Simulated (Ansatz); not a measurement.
Two isomers of C2H5BClF: A = `CB(F)CCl`, B = `BC(F)CCl`.

Program: Ansatz. Geometries: PBE0-D4/def2-TZVP. ΔE: electronic, gas phase. CCSD(T)/CBS adds triple-zeta CCSD(T) − MP2 to the extrapolated MP2 energy (def2 sets, frozen cores). DFT in def2-TZVPP. B3LYP here is the variant with VWN-RPA as its local correlation; programs differ in this. Each species was taken in one conformer, which may not be the lowest.

Task: Which is lower in electronic energy at CCSD(T)/CBS, and by how much? (Best estimate.)

Result: Ansatz gave: A, by 69.9 kcal/mol.

Task: Give E(B) − E(A) in kcal/mol with CCSD(T)/def2-TZVPP, CCSD/def2-TZVPP, B3LYP-D4, r2SCAN-D4, PBE0-D4, MP2/def2-TZVPP, ωB97M-V. (An estimate is asked.)

Result: Computed: CCSD(T)/def2-TZVPP 70.2, CCSD/def2-TZVPP 70.0, B3LYP-D4 69.3, r2SCAN-D4 70.7, PBE0-D4 69.6, MP2/def2-TZVPP 71.9, ωB97M-V 69.6. None reverses the order clearly.

Largest T1 diagnostic: 0.011.

In def2-TZVPP, CCSD(T) changes the Hartree–Fock value by +2.2 kcal/mol (the triples alone add +0.2 kcal/mol) and MP2 by +3.9 kcal/mol.
